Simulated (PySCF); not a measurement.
Species: C₅H₁₁FO.
Atom-mapped SMILES: `[CH3:1][O:2][C@H:3]([CH3:4])[CH2:5][CH2:6][F:7]` (hydrogens: H8, H9, H10 on C1; H11 on C3; H12, H13, H14 on C4; H15, H16 on C5; H17, H18 on C6)

The same species was optimised twice, with GFN2-xTB and with PBE0-D3(BJ)/def2-SVP (PySCF), and the same property calculations (PySCF, gas phase) were run on both structures.

```
     coordinate  GFN2-xTB  PBE0-D3(BJ)/def2-SVP  change
      C3–C5 (Å)     1.533                 1.521  -0.012
      C5–C6 (Å)     1.521                 1.509  -0.012
      C3–C4 (Å)     1.530                 1.520  -0.010
      C1–O2 (Å)     1.403                 1.394  -0.009
      O2–C3 (Å)     1.420                 1.411  -0.009
      C6–F7 (Å)     1.377                 1.379  +0.002
   C4–C3–C5 (°)     110.7                 112.1    +1.4
   C3–C5–C6 (°)     111.6                 112.7    +1.1
   O2–C3–C4 (°)     112.0                 111.7    -0.3
   C5–C6–F7 (°)     110.4                 110.1    -0.3
   C1–O2–C3 (°)     114.9                 115.1    +0.2
   O2–C3–C5 (°)     106.6                 106.8    +0.2
C1–O2–C3–C4 (°)       -79                   -80      -1
O2–C3–C5–C6 (°)       -66                   -60      +6
C3–C5–C6–F7 (°)       -69                   -61      +8
```

Rotational constants: A = 3651, B = 1617, C = 1321 MHz (GFN2-xTB) against A = 3558, B = 1726, C = 1368 MHz (PBE0-D3(BJ)/def2-SVP). Point groups within 0.08 Å: C1 and C1.

On the GFN2-xTB structure: lowest singlet, TDDFT (eV) 6.80 [B3LYP/def2-SVPD]; lowest triplet, Tamm–Dancoff (eV) 6.70 [B3LYP/def2-SVPD]; isotropic polarisability (au) 68.8 [B3LYP/def2-SVPD]; HOMO (eV) -7.28 [B3LYP/def2-SVPD]; LUMO (eV) 0.46 [B3LYP/def2-SVPD]; dipole (D) 1.39 [B3LYP/def2-SVPD]; HOMO (eV) -7.41 [PBE0/pcSseg-1]; LUMO (eV) 1.54 [PBE0/pcSseg-1]; dipole (D) 1.34 [PBE0/pcSseg-1]; GIAO shielding of C1 (ppm) 128.1 [PBE0/pcSseg-1]; GIAO shielding of O2 (ppm) 297.2 [PBE0/pcSseg-1]; GIAO shielding of C3 (ppm) 111.5 [PBE0/pcSseg-1]; GIAO shielding of C4 (ppm) 167.1 [PBE0/pcSseg-1]; GIAO shielding of C5 (ppm) 143.0 [PBE0/pcSseg-1]; GIAO shielding of C6 (ppm) 104.2 [PBE0/pcSseg-1]; GIAO shielding of F7 (ppm) 425.1 [PBE0/pcSseg-1].

Q: What do these properties become on the PBE0-D3(BJ)/def2-SVP structure?

A: 
```json
{"property": "lowest singlet, TDDFT (eV)", "level": "B3LYP/def2-SVPD", "on GFN2-xTB": "6.80", "on PBE0-D3(BJ)/def2-SVP": "6.80", "change": "0.00"}
{"property": "lowest triplet, Tamm–Dancoff (eV)", "level": "B3LYP/def2-SVPD", "on GFN2-xTB": "6.70", "on PBE0-D3(BJ)/def2-SVP": "6.69", "change": "-0.01"}
{"property": "isotropic polarisability (au)", "level": "B3LYP/def2-SVPD", "on GFN2-xTB": "68.8", "on PBE0-D3(BJ)/def2-SVP": "69.4", "change": "+0.6"}
{"property": "HOMO (eV)", "level": "B3LYP/def2-SVPD", "on GFN2-xTB": "-7.28", "on PBE0-D3(BJ)/def2-SVP": "-7.28", "change": "0.00"}
{"property": "LUMO (eV)", "level": "B3LYP/def2-SVPD", "on GFN2-xTB": "0.46", "on PBE0-D3(BJ)/def2-SVP": "0.44", "change": "-0.02"}
{"property": "dipole (D)", "level": "B3LYP/def2-SVPD", "on GFN2-xTB": "1.39", "on PBE0-D3(BJ)/def2-SVP": "1.36", "change": "-0.03"}
{"property": "energy, GFN2-xTB geometry as zero (kcal/mol)", "level": "B3LYP/def2-SVPD", "on GFN2-xTB": "0.0", "on PBE0-D3(BJ)/def2-SVP": "-0.3", "change": "-0.3"}
{"property": "HOMO (eV)", "level": "PBE0/pcSseg-1", "on GFN2-xTB": "-7.41", "on PBE0-D3(BJ)/def2-SVP": "-7.41", "change": "0.00"}
{"property": "LUMO (eV)", "level": "PBE0/pcSseg-1", "on GFN2-xTB": "1.54", "on PBE0-D3(BJ)/def2-SVP": "1.52", "change": "-0.02"}
{"property": "dipole (D)", "level": "PBE0/pcSseg-1", "on GFN2-xTB": "1.34", "on PBE0-D3(BJ)/def2-SVP": "1.29", "change": "-0.05"}
{"property": "energy, GFN2-xTB geometry as zero (kcal/mol)", "level": "PBE0/pcSseg-1", "on GFN2-xTB": "0.0", "on PBE0-D3(BJ)/def2-SVP": "-0.5", "change": "-0.5"}
{"property": "GIAO shielding of C1 (ppm)", "level": "PBE0/pcSseg-1", "on GFN2-xTB": "128.1", "on PBE0-D3(BJ)/def2-SVP": "127.7", "change": "-0.4"}
{"property": "GIAO shielding of O2 (ppm)", "level": "PBE0/pcSseg-1", "on GFN2-xTB": "297.2", "on PBE0-D3(BJ)/def2-SVP": "301.6", "change": "+4.4"}
{"property": "GIAO shielding of C3 (ppm)", "level": "PBE0/pcSseg-1", "on GFN2-xTB": "111.5", "on PBE0-D3(BJ)/def2-SVP": "113.6", "change": "+2.1"}
{"property": "GIAO shielding of C4 (ppm)", "level": "PBE0/pcSseg-1", "on GFN2-xTB": "167.1", "on PBE0-D3(BJ)/def2-SVP": "166.1", "change": "-1.0"}
{"property": "GIAO shielding of C5 (ppm)", "level": "PBE0/pcSseg-1", "on GFN2-xTB": "143.0", "on PBE0-D3(BJ)/def2-SVP": "143.4", "change": "+0.4"}
{"property": "GIAO shielding of C6 (ppm)", "level": "PBE0/pcSseg-1", "on GFN2-xTB": "104.2", "on PBE0-D3(BJ)/def2-SVP": "104.6", "change": "+0.4"}
{"property": "GIAO shielding of F7 (ppm)", "level": "PBE0/pcSseg-1", "on GFN2-xTB": "425.1", "on PBE0-D3(BJ)/def2-SVP": "425.2", "change": "+0.1"}
```

The heavy atoms differ by 0.105 Å rms after alignment. Among bonds between heavy atoms C3–C5 and C5–C6 change most and about equally (-0.012 Å). Changes are differences of the printed values. Neither structure is proved a minimum here.

Shape of the structure used: `[CH3:1][O:2][C@H:3]([CH3:4])[CH2:5][CH2:6][F:7]`: C1–O2–C3–C4 -80°, O2–C3–C5–C6 -60°, C3–C5–C6–F7 -61°.
